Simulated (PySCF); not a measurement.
Species: C4HFN2.
SMILES: `C(/C=C(\C#N)F)#N`

Computed with MP2 and CCSD/aug-cc-pVDZ in PySCF, restricted Hartree–Fock reference, 7 core orbitals frozen, non-relativistic, gas phase, PBE0-D3(BJ)/def2-SVP geometry.

E(HF) = -360.37246 Eh.

Question: How large is the problem?

Answer: 170 basis functions and 48 electrons; 7 orbitals frozen, which leaves o = 17 correlated occupied and v = 146 virtual orbitals. That is o·v = 2482 singles and o·v(o·v + 1)/2 = 3081403 distinct closed-shell doubles amplitudes before symmetry; the costliest CCSD step grows as o²v⁴ = 1.3 × 10^11.

Question: What are the MP2 and CCSD correlation energies?

Answer: MP2 -1.0374 Eh and CCSD -1.0508 Eh, which gives totals of -361.40984 and -361.42329 Eh. That is 0.841 eV for each correlated electron at CCSD (2759 kJ/mol in all, 0.291 % of the total energy); MP2 gives 98.7 % of the CCSD value.

Question: What is the T1 diagnostic?

Answer: 0.0141, below the customary warning level of 0.02. It is the norm of the spatial-orbital singles amplitudes over the root of the number of correlated electrons, so the norm is 0.082.

Question: How does correlation change the dipole moment?

Answer: HF gives 4.31 D and CCSD (unrelaxed density) 3.98 D, a change of -0.33 D.

No triples correction and no basis-set extrapolation were made.

The job also held the EOM ionisation roots. Time: 4.6 min; peak memory 3.0 GiB. Hardware: Intel Xeon 6975P-C, one thread, no GPU, shared host.
